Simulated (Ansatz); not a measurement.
A run for Ansatz (a program for electronic structure): R-CCSD(T)/aug-cc-pVDZ on N2 (SMILES N#N) with ghost functions, monomers drawn apart or pushed together.

Ansatz 0.2 input:
```yaml
crystal:
  periodic: [false, false, false]
  atoms:
    - {symbol: N, position_ang: [0.07886144, -0.42371889, 3.15795105]}
    - {symbol: N, position_ang: [-0.18549859, 0.63393900, 3.12238718]}
basis:
  gaussian:
    orbitals: aug-cc-pVDZ
    ghost_atoms:
      - {symbol: C, position_ang: [0.02467954, -0.04913245, -0.08080792]}
      - {symbol: H, position_ang: [0.96421579, 0.39517783, 0.24492148]}
      - {symbol: H, position_ang: [-0.07877942, -1.04060640, 0.35789737]}
      - {symbol: H, position_ang: [-0.80434320, 0.57914786, 0.24195607]}
      - {symbol: H, position_ang: [0.01840399, -0.12948199, -1.16684915]}
magnetization: {spin_polarized: false}
correlation: {method: ccsd_t, electrons: outside_noble_gas}
scf: {lower_state_search: off}
```

Program output:

```
WARN ansatz: RAYON_NUM_THREADS=2 ignored (pool sized by the plan → 2); use --threads N
Functional definition: HF
these checks for a lower state are left out or cut short: stability, starts, cluster_reference, orbital_swaps, neighbouring_geometries, increment
integrals: 0.13 GiB planned
919 factors; integrals over basis functions are off by at most 1.1e-3 eV
mean field: 0.17 GiB planned
mean field evaluation 1: about -2964.6853 eV, gradient 1.0e1 eV
mean field evaluation 2: about -2964.6914 eV, gradient 1.0e1 eV
mean field evaluation 4: about -2964.9972 eV, gradient 3.8e-1 eV
mean field evaluation 8: about -2964.9977 eV, gradient 2.5e-5 eV
mean field -2964.99766387 eV, -108.9616543997 hartree, gradient 6.8e-7 eV, S^2 0.000000; 0 other end points of the search recorded, 0 dependent functions left out
2 core orbitals not correlated
reference -2964.99766387 eV, -108.9616543997 hartree; 5, 5 occupied and 98, 98 virtual orbitals, 919 factors
second order -8.58983633 eV of doubles, -0.00000000 eV of singles
coupled cluster: 0.40 GiB planned
cycle   1  -8.29939423 eV  change    2.9e-1 eV  update   7.6e-2
cycle   2  -8.60475842 eV  change   -3.1e-1 eV  update   2.3e-2
cycle   3  -8.66799204 eV  change   -6.3e-2 eV  update   1.0e-2
cycle   4  -8.67260270 eV  change   -4.6e-3 eV  update   2.5e-3
cycle   5  -8.67417361 eV  change   -1.6e-3 eV  update   6.1e-4
cycle   6  -8.67416199 eV  change    1.2e-5 eV  update   1.3e-4
cycle   7  -8.67424580 eV  change   -8.4e-5 eV  update   3.1e-5
cycle   8  -8.67425997 eV  change   -1.4e-5 eV  update   9.7e-6
cycle   9  -8.67425602 eV  change    3.9e-6 eV  update   2.6e-6
perturbative correction -0.36085037 eV, -0.0132610066 hartree
Total energy: -2974.03277027 eV, -109.2936884355 hartree
Checks for a lower state left out: stability, starts, cluster_reference, orbital_swaps, neighbouring_geometries, increment
```

The calculation finished and met its thresholds.

Cost: about 5 core-seconds (a rough figure).
